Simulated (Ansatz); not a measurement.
`CB(C)O[SiH3]` and `COB(C)O[SiH3]` differ in one atom or group.

Ansatz, PBE0-D4/def2-TZVP geometries, multiplicity 1. Each molecule was computed in one conformer, which needn't be the lowest.

```json
{"property": "HOMO–LUMO gap (PBE0/def2-TZVPP) / eV", "`CB(C)O[SiH3]`": "8.35"}
{"property": "HOMO–LUMO gap (PBE/def2-TZVPP) / eV", "`CB(C)O[SiH3]`": "5.91"}
{"property": "HOMO energy (ωB97M-V/def2-TZVPP) / eV", "`CB(C)O[SiH3]`": "-10.43"}
{"property": "LUMO energy (PBE/def2-TZVPP) / eV", "`CB(C)O[SiH3]`": "-0.76"}
{"property": "HOMO energy (PBE0/def2-TZVPP) / eV", "`CB(C)O[SiH3]`": "-8.10"}
{"property": "HOMO energy (PBE/def2-TZVPP) / eV", "`CB(C)O[SiH3]`": "-6.67"}
```

Question: What does the change do to each property? (An estimate is asked.)

Answer: Computed: 
| property | `COB(C)O[SiH3]` | shift |
| --- | --- | --- |
| HOMO–LUMO gap (PBE0/def2-TZVPP) / eV | 8.70 | 0.35 |
| HOMO–LUMO gap (PBE/def2-TZVPP) / eV | 6.37 | 0.46 |
| HOMO energy (ωB97M-V/def2-TZVPP) / eV | -10.85 | -0.42 |
| LUMO energy (PBE/def2-TZVPP) / eV | -0.62 | 0.14 |
| HOMO energy (PBE0/def2-TZVPP) / eV | -8.48 | -0.38 |
| HOMO energy (PBE/def2-TZVPP) / eV | -6.99 | -0.32 |
